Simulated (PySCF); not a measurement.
CH₈FN₃Si. Atoms are numbered in the order given.

```xyz
14

N     -1.8366     0.0900     0.5371
Si    -0.1861    -0.3186     0.2120
N     -0.0659    -1.0928    -1.3282
N      0.3095    -1.1774     1.6321
C      1.0592     1.1110     0.0319
F      0.9407     1.6833    -1.2444
H     -2.1085     0.4987     1.4259
H     -2.4200     0.4308    -0.2196
H      0.2843    -0.5322    -2.0999
H     -0.7338    -1.7897    -1.6406
H     -0.3404    -1.8403     2.0453
H      1.2608    -1.5267     1.7007
H      2.1027     0.7647     0.1556
H      0.8891     1.9002     0.7861
```

Geometry optimised at B3LYP-D3(BJ)/def2-SVP. The structure was generated by enumeration, and PubChem lists no compound with its InChIKey, so it may never have been made. Other conformers were not sampled.

The numbers are results of B3LYP/pcSseg-1 run with PySCF, not measurements.

GIAO shieldings, no solvent; atoms listed in one row are averaged. δ = σ(ref) − σ: ¹⁵N against NH3 (σ = 265.5 ppm); ²⁹Si against TMS (σ = 338.7 ppm); ¹³C against TMS (σ = 181.3 ppm); ¹⁹F against CFCl3 (σ = 161.7 ppm); ¹H against TMS (σ = 31.68 ppm), references at their B3LYP-D3(BJ)/def2-TZVP geometries, non-relativistic.

```tsv
nucleus	atoms	count	δ (ppm)
¹⁵N	N3	1	28.5
¹⁵N	N4	1	27.6
¹⁵N	N1	1	26.3
²⁹Si	Si2	1	-32.8
¹³C	C5	1	84.3
¹⁹F	F6	1	-306.6
¹H	H13, H14	2	4.59
¹H	H9	1	1.48
¹H	H11	1	0.78
¹H	H7	1	0.66
¹H	H10	1	0.64
¹H	H8	1	0.59
¹H	H12	1	0.21
```
